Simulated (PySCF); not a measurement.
As⁺ (arsenic, charge +1) across methods

[Ar] 3d10 4s1 4p2 4d1, one real determinant (an excited configuration). Calculation: PySCF 2.14, in aug-cc-pVDZ-PP with ECP10MDF (5s4p3d, 32 functions); a scalar-relativistic core potential.

```csv
method,E (hartree),mean ε 4s α (eV),mean ε 4p α (eV),mean ε 4d α (eV),Σ⟨r²⟩ (bohr²),⟨S²⟩
wB97X,-331.3590,-32.138,-20.693,-7.492,37.24,6.001
PBE,-331.3447,-27.793,-17.099,-5.458,37.46,6.000
MN15,-331.7568,-29.682,-18.650,-6.016,36.82,6.000
r2SCAN,-331.2287,-28.704,-17.666,-5.387,37.59,6.001
PBE0,-331.3177,-29.736,-18.506,-5.982,37.45,6.000
LDA,-330.8123,-28.044,-17.172,-5.381,37.35,6.001
LC-wPBE,-331.3818,-33.022,-21.379,-7.725,37.03,6.001
UHF,-330.21095,-34.929,-22.180,-7.151,37.92,6.001
wB97M-V,-331.1475,-32.270,-20.654,-7.268,37.18,6.001
```

⟨L²⟩ = 7.97 against 12 for a pure F term, so this real determinant mixes terms. Energies and moments cover only the electrons outside the core potential. The outer electron is Rydberg-like, and this basis confines it to a smaller radius and binds it less than a complete one would.
